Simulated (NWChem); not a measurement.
**One site exchanged: Ge, Sn, Pb, Si**

Each species was optimised at PBE0/def2-SVP with NWChem, gas phase unless a solvent is named. All stand in one matching conformer (torsions within 35°), which need not be the lowest. Low-valent species are run as closed-shell singlets; no triplet was tried in these runs. Some are not confirmed as minima by frequencies. def2 effective core potentials on Sn, Pb; no spin-orbit coupling.

A: [Ge]([Cl])[SH] (GeHSCl)
B: [Cl][Sn][SH] (SnHSCl)
C: [SH][Pb][Cl] (PbHSCl)
D: S[Si]Cl (SiHSCl)

```
quantity                                                  A (Ge)  B (Sn)  C (Pb)  D (Si)
--------------------------------------------------------  ------  ------  ------  ------
Pauling electronegativity of the site (pymatgen's table)    2.01    1.96    2.33    1.90
electrons in the molecule                                     66      84     116      48
dipole (D), PBE0/def2-SVP                                   2.58    3.62    4.72    1.89
orbital gap (eV), PBE0/def2-SVP                             4.82    4.57    4.60    4.74
static polarisability, PBE/def2-SVPD (bohr³)                72.7    83.9    87.3    69.4
lowest singlet excitation, PBE/def2-SVPD, TDA (eV)          3.58    3.36    3.23    3.65
```

“Dipole (D), PBE0/def2-SVP” runs from 1.89 in D (Si) to 4.72 in C (Pb), rising in step with the number of electrons. “Orbital gap (eV), PBE0/def2-SVP” runs from 4.57 in B (Sn) to 4.82 in A (Ge), in no step with either the site's electronegativity or the electron count. “Static polarisability, PBE/def2-SVPD (bohr³)” runs from 69.4 in D (Si) to 87.3 in C (Pb), rising in step with the number of electrons. “Lowest singlet excitation, PBE/def2-SVPD, TDA (eV)” runs from 3.23 in C (Pb) to 3.65 in D (Si), falling in step with the number of electrons. The order by orbital gap (eV) is neither the same as nor the reverse of the order by lowest singlet excitation.

These are trends among computed rows of three or four species; they are not measurements.
